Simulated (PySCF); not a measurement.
# Static response to an electric field

Species: C₇H₃F₃.
Geometry (GFN2-xTB, Å), atoms numbered from 1 in this order:
```xyz
13
C7H3F3 angstrom
C      4.1109   -0.1110   -0.5758
C      2.9716   -0.1754   -0.1923
C      1.6833   -0.2545    0.2335
C      0.5499   -0.3480    0.6346
C     -0.8304   -0.4375    1.0721
C     -1.7566   -0.1555   -0.0748
F     -1.9083    1.1412   -0.3981
C     -2.3909   -1.0765   -0.7880
F     -2.2988   -2.3773   -0.5274
F     -3.2005   -0.8576   -1.8125
H      5.1025   -0.0543   -0.9112
H     -1.0279   -1.4383    1.4641
H     -1.0090    0.3032    1.8581
```

Level: wB97X-D/def2-SVPD (PySCF), static field, nuclei fixed, core orbitals frozen in the response. The polarisability tensor in these axes (au):

```
x   136.83  10.38  -9.54
y    10.38  64.45   2.28
z    -9.54   2.28  67.23
```

Q: What are the eigenvalues, a third of the trace, and Δα (Δα² = ½Σ(αi − αj)² over the three pairs)?

A: Principal values 60.65, 68.42 and 139.45 au; mean 89.51 au = 13.26 Å³ = 14.76 × 10⁻⁴⁰ C²·m²/J; Δα = 75.22 au (84 % of the mean).

Q: What is the dipole moment, and where does it point?

A: (0.52, -0.42, 1.47) D, 1.61 D in size, pointing from the negative to the positive side. Measured along this direction, the outermost atoms are F10 at the negative end and H12 and H13 at the positive end.

Q: Sum over states: ᾱ = Σ f/ω², ω in Eh. What share falls to these 8 lowest TDDFT singlets (eV, f)? 4.80, 0.0000; 5.00, 0.0023; 5.02, 0.0003; 6.65, 0.1222; 7.16, 0.0652; 7.22, 0.2030; 7.31, 0.1195; 7.34, 0.0992.

A: They add up to 8.97 au, 10.0 % of the 89.51 au; the largest single term is 2.89 au, from the state at 7.22 eV. Terms in order: 0.00, 0.07, 0.01, 2.05, 0.94, 2.89, 1.66, 1.37 au. Higher excitations give the rest. The strengths listed sum to 0.612.

Q: What would n − 1 = 2πNα be for an ideal gas of these molecules at 400 K and 1 atm, electronic part alone?

A: N = p/kT = 1.8347 × 10¹⁹ cm⁻³, so n − 1 = 2π × N × 13.26 × 10⁻²⁴ cm³ = 1529 × 10⁻⁶ at long wavelengths, for an ideal gas.

Q: Find the Langevin capture rate constant for H3+ (3.023 u) meeting this molecule (144.019 u), k = 2.342 × 10⁻⁹ cm³/s × √(α in Å³ / reduced mass in u).

A: The reduced mass is 2.96 u, so k = 4.96 × 10⁻⁹ cm³/s. The formula leaves out the permanent dipole, which adds to the capture rate.

Q: Rayleigh depolarisation ratio (linearly polarised light, static tensor)?

A: ρ = 3Δα²/(45ᾱ² + 4Δα²) = 16972.1/(360519 + 22629.5) = 0.0443.

Q: Directions of the eigenvectors, and the extent of the frame along each?

A: Largest value along (0.98, 0.13, -0.13), where the nuclei span 8.16 Å; middle along (0.03, 0.56, 0.83), 3.76 Å; least along (-0.18, 0.82, -0.55), 3.29 Å. The response follows the extents in order.

The structure is a single GFN2-xTB conformer in the gas phase; no vibrational or solvent corrections.

These values come from a run that also computed excited states. On an Arm Neoverse N1 with one thread, no GPU, shared host with 64 logical CPUs at a one-minute load of 60, this took 2.0 min wall (with the writing of density and orbital grids) and 0.99 GiB of memory at its peak.

wB97X-D is run here without its empirical dispersion term; that term would change no orbital, density or response property at a fixed geometry.
